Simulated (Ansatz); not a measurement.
Correlation energies of C3H9BSi, SMILES `C=CB(C)[SiH3]` by basis set

Cartesian coordinates in Å:
```
C -0.5377 -0.6364 2.1877
C -0.0924 -0.9912 0.9775
B -0.0421 0.0024 -0.2079
C -1.0169 1.2170 -0.3236
Si 1.3621 -0.2619 -1.6488
H -0.9643 0.3456 2.3696
H -0.4709 -1.2942 3.0500
H 0.3473 -1.9834 0.8834
H -1.5853 1.4539 0.5794
H -1.7502 0.9416 -1.0971
H -0.5392 2.1257 -0.7013
H 2.5687 0.5422 -1.2858
H 1.8072 -1.6783 -1.7941
H 0.9136 0.2170 -2.9890
```

Total charge 0; spin multiplicity 1. The geometry is a stationary point of PBE0-D4/def2-TZVP. It is one conformer, not always the lowest. Frozen core, restricted reference, the Gaussian-basis code of Ansatz. CBS rows extrapolate triple and quadruple zeta; past MP2 they add the triple-zeta difference.

```csv
basis,HF (Eh),MP2 corr.
def2-TZVPP,-432.49112,-0.72628
def2-QZVPP,-432.50653,-0.77296
```

Estimate the CCSD correlation energy and the (T) correction in each basis where they were run (hartree).


```csv
basis,CCSD corr.,(T)
def2-TZVPP,-0.79035,-0.03303
CBS(def2),-0.87161,as TZ
```
